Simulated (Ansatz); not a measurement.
# Which is lower?

The two ends of one reaction step of ZnSiH$_{6}$O, closed shell (PBE0-D4/def2-TZVP).

A:

Zn1  (-1.834, 0.715, -0.398)
Si2  (1.357, -0.168, 0.591)
O3  (-0.980, -0.693, -1.092)
H4  (0.234, 0.803, 0.787)
H5  (-2.579, 1.905, 0.176)
H6  (0.925, -1.531, 0.965)
H7  (2.429, 0.274, 1.526)
H8  (1.867, -0.086, -0.795)
H9  (-1.419, -1.220, -1.760)
(Å)

B:

Zn1  (-0.401, -0.431, -0.543)
Si2  (1.703, -0.485, 0.480)
O3  (-2.026, -0.322, -1.279)
H4  (-1.556, 2.021, 0.803)
H5  (-2.015, 1.691, 0.311)
H6  (1.899, -1.742, 1.255)
H7  (1.866, 0.657, 1.422)
H8  (2.799, -0.402, -0.525)
H9  (-2.269, -0.987, -1.925)
(Å)

Ansatz 0.2.0; basis: def2-TZVPP; cores frozen in the correlated methods. The 3s and 3p shells of Cu and Zn are frozen; filled d shells are correlated. B3LYP uses VWN-RPA correlation.

Question: Which structure is lower at CCSD(T), and by how much? (To be estimated.)

Answer: The calculation gives: A, by 1.36 kcal/mol (electronic energy, against the other). By their contacts, A is a complex of ZnH₂O ([OH][ZnH]) + SiH₄ and B is a complex of ZnSiH₄O ([OH][Zn][SiH3]) + H₂.

Question: Do the other methods give the same order? (A judgement: the text doesn't fix the answer.)

Answer: Computed: Not all: PBE-D4, BLYP-D4, r2SCAN-D4, PBE0-D4 give the other order.

```json
{"method": "SPW92", "E(B) − E(A) (kcal/mol)": "0.47"}
{"method": "PBE-D4", "E(B) − E(A) (kcal/mol)": "-2.36"}
{"method": "BLYP-D4", "E(B) − E(A) (kcal/mol)": "-0.59"}
{"method": "r2SCAN-D4", "E(B) − E(A) (kcal/mol)": "-0.38"}
{"method": "B97M-V", "E(B) − E(A) (kcal/mol)": "2.19"}
{"method": "PBE0-D4", "E(B) − E(A) (kcal/mol)": "-0.99"}
{"method": "B3LYP-D4", "E(B) − E(A) (kcal/mol)": "0.48"}
{"method": "r2SCAN0-D4", "E(B) − E(A) (kcal/mol)": "0.34"}
{"method": "BHLYP-D4", "E(B) − E(A) (kcal/mol)": "2.34"}
{"method": "CAM-B3LYP-D4", "E(B) − E(A) (kcal/mol)": "2.04"}
{"method": "wB97X-V", "E(B) − E(A) (kcal/mol)": "1.00"}
{"method": "wB97M-V", "E(B) − E(A) (kcal/mol)": "1.05"}
{"method": "B2PLYP", "E(B) − E(A) (kcal/mol)": "0.35"}
{"method": "PBE-QIDH", "E(B) − E(A) (kcal/mol)": "0.21"}
{"method": "RPA on PBE", "E(B) − E(A) (kcal/mol)": "2.24"}
{"method": "HF", "E(B) − E(A) (kcal/mol)": "4.37"}
{"method": "MP2", "E(B) − E(A) (kcal/mol)": "0.60"}
{"method": "CCSD", "E(B) − E(A) (kcal/mol)": "2.02"}
{"method": "CCSD(T)", "E(B) − E(A) (kcal/mol)": "1.36"}
```

The T1 diagnostic stays at or below 0.017.

Labels in which every atom is bracketed show which atoms are joined, not bond orders.

For scale, one of the runs: CCSD(T)/def2-TZVPP, 221 basis functions, launched by `ansatz run in.yaml --threads 4 --pin off --events-out ev --progress --plain --max-ram 9574MiB`. Time: 85 s of wall clock on 4 CPU threads of an Arm Neoverse V1; the host was shared. Peak host memory: 3.3 GiB.
